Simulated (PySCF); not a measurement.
Species: C5H5F2NO2.
Numbering: `[N:1]#[C:2][C@:3]1([O:4][CH:5]([F:6])[F:7])[CH2:8][CH2:9][O:10]1` (hydrogens: H11 on C5; H12, H13 on C8; H14, H15 on C9)

Computed with PySCF at B3LYP/def2-SVPD, non-relativistic, on one gas-phase PBE0-D3(BJ)/def2-SVP geometry that isn't relaxed in the solvent. The solvent is an IEF-PCM continuum (Bondi radii, 1.10 Å for H, scaled by 1.2). Specific hydrogen bonds and non-electrostatic terms are outside this model.

Gas phase at B3LYP/def2-SVPD: HOMO -8.83 eV, LUMO -0.81 eV, dipole 4.81 D.

Task: What does the continuum do to the energy, the frontier levels and the dipole at B3LYP/def2-SVPD in chloroform?

Result: 
```json
{"solvent": "chloroform", "ε": "4.711", "E(solvent) − E(gas) (kcal/mol)": "-6.21", "polarisation term (kcal/mol)": "-7.06", "distortion of the solute (kcal/mol)": "0.85", "HOMO (eV)": "-8.55", "LUMO (eV)": "-0.74", "dipole (D)": "5.75"}
```

The first energy column is the sum of the next two and covers electrostatics alone.

Task: Which radius a makes the point-dipole formula ΔE = −[(ε − 1)/(2ε + 1)]·μ²/a³ give the value in chloroform, with the gas-phase dipole?

Result: μ = 1.893 au and |ΔE| = 0.00990 Eh give a = 2.67 Å; the farthest nucleus lies 3.21 Å from the centroid of the nuclei, so such a sphere wouldn't even hold the nuclei. The formula assumes a rigid point dipole at the centre of a sphere.

Task: How does the static polarisability (B3LYP/def2-SVPD, frozen core, with the continuum's full static response) change?

Result: 
| medium | isotropic (au) | principal values (au) | ⟨r²⟩ of the electrons (bohr²) |
| --- | --- | --- | --- |
| gas | 70.4 | 58.7, 72.5, 79.9 | 1361.1 |
| chloroform | 84.2 | 71.4, 84.7, 96.4 | 1361.4 |

The isotropic value in chloroform is 1.20 times the gas-phase one; no cavity-field correction is applied. ⟨r²⟩ is taken about the centre of nuclear charge.

Rough CPU time on one thread of a shared machine: about 1.7 min. This is the whole response run at B3LYP/def2-SVPD in chloroform, SCF included.

Shape of the structure used: `[N:1]#[C:2][C@:3]1([O:4][CH:5]([F:6])[F:7])[CH2:8][CH2:9][O:10]1`: C2–C3–O4–C5 68°, C3–O4–C5–F6 157°.
